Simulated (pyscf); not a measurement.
Optimised with ωB97X-D3(BJ)/def2-SVP in PySCF.

SMILES: [AsH2][Ga]([AsH2])[AsH2]
```xyz
10

As    -3.1080    -1.2637    -1.1452
Ga    -0.7946    -0.6457    -1.0572
As     0.6193    -0.9967    -2.9600
As     0.1446     0.1860     0.9848
H     -3.5350    -0.0843    -0.2885
H     -3.3394    -0.5292    -2.4544
H     -0.3576    -0.3302    -3.9132
H      1.4036     0.2794    -2.7075
H     -0.6184    -0.8149     1.8357
H      1.3764    -0.6953     0.8665
```
Charge 0, spin multiplicity 1.

**Question.** What is the homolytic dissociation enthalpy (298 K, ωB97M-D3(BJ)/def2-TZVP) of the As–Ga bond of H₂As–Ga(AsH₂)–AsH₂ (SMILES [AsH2][Ga]([AsH2])[AsH2]), to AsH₂• + [H₂As–Ga–AsH₂]•?

**Answer.** As–Ga to AsH₂• + [H₂As–Ga–AsH₂]•: 2.43 eV. The 7 functionals that were run give +2.30 (M06-2X) to +2.76 eV (ωB97X-D3(BJ)/def2-TZVP). The radicals are drawn with the spin at the cut bond; how far it spreads was not checked. Other isomers of [H₂As–Ga–AsH₂]• were not searched in full and may lie lower. Elements up to Kr have no core potential and no relativistic terms here.
